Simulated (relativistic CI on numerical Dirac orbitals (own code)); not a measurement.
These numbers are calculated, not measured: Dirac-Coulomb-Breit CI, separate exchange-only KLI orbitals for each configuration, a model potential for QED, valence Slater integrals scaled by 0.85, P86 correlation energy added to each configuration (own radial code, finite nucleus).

CI space (outside the closed core [Kr]): 5s, 4d, 5p, 6s, 5d, 6p, 4f, 7s, 5f, 5g, 6d, 7p, 8s, 7d, 8p, 9s, 9p. Levels of other configurations are missing.

For a near-neutral ion this model can misplace configurations by up to about 10,000 cm⁻¹ (more where the count of f electrons changes) and terms by 10 to 25 % of their spread. Rates follow the energies as ν³ (E1, M1) or ν⁵ (E2), so they and the lifetimes can be off by large factors. The fine structure of a lone outer electron comes out too small, for d and f at times inverted, and misplaced configurations move strength between like terms. 11 of the 11 excited levels that our extract of the measured tables holds in this range could be paired (the sources list more); they are missed by 1558 cm⁻¹ on average and 2415 at most, and levels without a partner can miss by more.

Outline of the computed level scheme of Sr II. Lowest level of each configuration: 5s ²S1/2 at 0.0000 eV; 4d ²D3/2 at 1.7048 eV; 5p ²P°1/2 at 2.7667 eV; 6s ²S1/2 at 5.6861 eV; 5d ²D3/2 at 6.3102 eV; 6p ²P°1/2 at 6.6933 eV; 4f ²F°7/2 at 7.5388 eV; 7s ²S1/2 at 7.8114 eV; 6d ²D3/2 at 8.1185 eV.

Some strong electric-dipole decays among the lowest 15 levels: 4f ²F°7/2 → 4d ²D5/2 (4.1e+08 s⁻¹); 4f ²F°5/2 → 4d ²D3/2 (3.8e+08 s⁻¹); 5d ²D5/2 → 5p ²P°3/2 (2.6e+08 s⁻¹); 5d ²D3/2 → 5p ²P°1/2 (2.2e+08 s⁻¹); 5p ²P°3/2 → 5s ²S1/2 (1.5e+08 s⁻¹); 6s ²S1/2 → 5p ²P°3/2 (1.4e+08 s⁻¹); 5p ²P°1/2 → 5s ²S1/2 (1.3e+08 s⁻¹); 6d ²D5/2 → 5p ²P°3/2 (1.1e+08 s⁻¹).

Rates of lines that live on the mixing of spin multiplicities can be off by large factors.
